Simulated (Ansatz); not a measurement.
Reaction (isomerisation): `CNB(F)[SiH3]` → `BN(C)[SiH2]F`

Isolated molecules relaxed with PBE0-D4/def2-TZVP in Ansatz; ΔE leaves out vibrations. CBS: MP2 limit from def2 TZ/QZ plus the TZ coupled-cluster correction, frozen cores. Functionals use def2-TZVPP. B3LYP here is the variant with VWN-RPA as its local correlation; programs differ in this. One conformer a species, not always the lowest.

| level | ΔE (kJ/mol) | difference from CCSD(T)/CBS |
| --- | --- | --- |
| PBE-D4 | -46.6 | 32.0 |
| r2SCAN-D4 | -63.4 | 15.2 |
| PBE0-D4 | -54.5 | 24.1 |
| B3LYP-D4 | -67.8 | 10.8 |
| ωB97X-V | -68.1 | 10.5 |
| ωB97M-V | -73.4 | 5.2 |
| B2PLYP | -74.3 | 4.3 |
| PBE | -44.8 | 33.8 |
| r2SCAN | -63.1 | 15.5 |
| PBE0 | -53.2 | 25.4 |
| B3LYP | -64.8 | 13.8 |
| HF/def2-TZVPP | -84.7 | -6.1 |
| MP2/def2-TZVPP | -86.3 | -7.7 |
| SCS-MP2/def2-TZVPP | -86.5 | -7.9 |
| CCSD/def2-TZVPP | -75.5 | 3.1 |
| CCSD(T)/def2-TZVPP | -74.0 | 4.6 |
| HF/def2-QZVPP | -88.2 | -9.6 |
| MP2/def2-QZVPP | -90.2 | -11.6 |
| SCS-MP2/def2-QZVPP | -90.1 | -11.5 |
| HF/CBS(def2) | -88.7 | -10.1 |
| MP2/CBS(def2) | -90.9 | -12.3 |
| CCSD/CBS(def2) | -80.1 | -1.5 |
| CCSD(T)/CBS | -78.6 | 0 |

Largest T1 diagnostic among the species: 0.013.

From PBE to PBE0 (25 % exact exchange), in def2-TZVPP and without D4, ΔE moves by −8.4 kJ/mol.
